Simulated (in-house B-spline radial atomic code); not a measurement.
The lead ion Pb²⁺ is squeezed into an impenetrable sphere of radius R (the orbitals vanish at R). Method: Dirac-Kohn-Sham LDA VWN5, spherical fractional occupations, Fermi nucleus of rms radius 5.5012 fm. Calculated with a radial B-spline atomic code at the basis-set limit.

Energies in eV above the free ion in [Xe] 4f14 5d10 6s2:

```json
{"R (bohr)": "7.18", "highest level (eV)": "-27.8", "[Xe] 4f14 5d10 6s2": "0.001746", "[Kr] 4d10 4f14 5s2 5p5 5d10 6s2 6f1": "113.6", "[Kr] 4d9 4f14 5s2 5p6 5d10 6s2 6f1": "433.8"}
{"R (bohr)": "5.62", "highest level (eV)": "-27.8", "[Xe] 4f14 5d10 6s2": "0.0705", "[Kr] 4d10 4f14 5s2 5p5 5d10 6s2 6f1": "121.1", "[Kr] 4d9 4f14 5s2 5p6 5d10 6s2 6f1": "441.2"}
{"R (bohr)": "5.34", "highest level (eV)": "-27.7", "[Xe] 4f14 5d10 6s2": "0.1336", "[Kr] 4d10 4f14 5s2 5p5 5d10 6s2 6f1": "123.4", "[Kr] 4d9 4f14 5s2 5p6 5d10 6s2 6f1": "443.5"}
{"R (bohr)": "4.41", "highest level (eV)": "-26.9", "[Xe] 4f14 5d10 6s2": "1.055", "[Kr] 4d10 4f14 5s2 5p5 5d10 6s2 6f1": "135.2", "[Kr] 4d9 4f14 5s2 5p6 5d10 6s2 6f1": "455.2"}
{"R (bohr)": "3.33", "highest level (eV)": "-21.4", "[Xe] 4f14 5d10 6s2": "11.17", "[Kr] 4d10 4f14 5s2 5p5 5d10 6s2 6f1": "173.6", "[Kr] 4d9 4f14 5s2 5p6 5d10 6s2 6f1": "492.7"}
{"R (bohr)": "3.27", "highest level (eV)": "-20.7", "[Xe] 4f14 5d10 6s2": "12.77", "[Kr] 4d10 4f14 5s2 5p5 5d10 6s2 6f1": "177.7", "[Kr] 4d9 4f14 5s2 5p6 5d10 6s2 6f1": "496.8"}
{"R (bohr)": "2.57", "highest level (eV)": "-1.42", "[Xe] 4f14 5d10 6s2": "64.61", "[Kr] 4d10 4f14 5s2 5p5 5d10 6s2 6f1": "277", "[Kr] 4d9 4f14 5s2 5p6 5d10 6s2 6f1": "593.3"}
{"R (bohr)": "2.11", "highest level (eV)": "39.7", "[Xe] 4f14 5d10 6s2": "208.4", "[Kr] 4d10 4f14 5s2 5p5 5d10 6s2 6f1": "487.6", "[Kr] 4d9 4f14 5s2 5p6 5d10 6s2 6f1": "798.6"}
{"R (bohr)": "1.87", "highest level (eV)": "86.9", "[Xe] 4f14 5d10 6s2": "405.2", "[Kr] 4d10 4f14 5s2 5p5 5d10 6s2 6f1": "744.6", "[Kr] 4d9 4f14 5s2 5p6 5d10 6s2 6f1": "1051"}
{"R (bohr)": "1.24", "highest level (eV)": "533", "[Xe] 4f14 5d10 6s2": "3058", "[Kr] 4d10 4f14 5s2 5p5 5d10 6s2 6f1": "3775", "[Kr] 4d9 4f14 5s2 5p6 5d10 6s2 6f1": "4096"}
```

Task: Does [Kr] 4d10 4f14 5s2 5p5 5d10 6s2 6f1 fall below [Xe] 4f14 5d10 6s2 under compression?

Result: No, it stays above over the whole range.

Task: Does [Kr] 4d9 4f14 5s2 5p6 5d10 6s2 6f1 fall below [Xe] 4f14 5d10 6s2 under compression?

Result: No, it stays above over the whole range.

The highest level is first positive in the row R = 2.11 bohr, pushed up by confinement above the zero of the free ion's potential. Each configuration is held fixed and needn't be the lowest in the sphere.
